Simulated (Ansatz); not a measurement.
**Match the barriers**

Saddle point of GeH₂F₄, closed shell (GeHF₃ ([F][GeH]([F])[F]) + HF → GeF₄ ([F][Ge]([F])([F])[F]) + H₂; bonds formed: Ge1–F7, H2–H6; bonds broken: Ge1–H2, H6–F7), PBE0-D4/def2-TZVP structure:

```xyz
7
angstrom
Ge -0.4109 0.0132 -0.0805
H 0.8796 0.0555 1.1214
F -0.9398 -1.4635 -0.7276
F -0.7953 1.4032 -0.9744
F -1.4387 0.1817 1.2848
H 1.3963 -0.0431 0.2977
F 1.3088 -0.1469 -0.9216
```

Ansatz 0.2.0; basis: def2-TZVPP, with def2-QZVPP for the basis limit; cores frozen in the correlated methods. Filled d shells of the heavier atoms are correlated. The def2 sets are not built for correlating such inner shells, so the correlated values are less sure here. Extrapolation: Hartree–Fock as exp(−7.88 √X), correlation as X^−2.97. Four methods, as single points on the PBE0-D4 structures, gave these electronic barriers from the start structure: 1.350, 1.796, 1.895, 2.494 eV.

**Question.** The methods were, in alphabetical order, HF, MP2, PBE0-D4, SPW92. Which gave which? (A judgement: the text doesn't fix the answer.)

**Answer.** Computed: SPW92 1.350; PBE0-D4 1.796; MP2 1.895; HF 2.494 eV. For comparison, CCSD(T) at an estimated basis limit (MP2 extrapolated from triple and quadruple zeta, plus CCSD(T) − MP2 in triple zeta) gives 1.982 eV.

No T1 diagnostic of these runs exceeds 0.014.

Labels in which every atom is bracketed show which atoms are joined, not bond orders.

For scale, one of the runs: CCSD(T)/def2-TZVPP, 200 basis functions, launched by `ansatz run in.yaml --threads 4 --pin off --events-out ev --progress --plain --max-ram 9574MiB`. The run took 2 min on 4 CPU threads of an Arm Neoverse V2 (shared host), with 2.9 GiB of host memory at its peak.
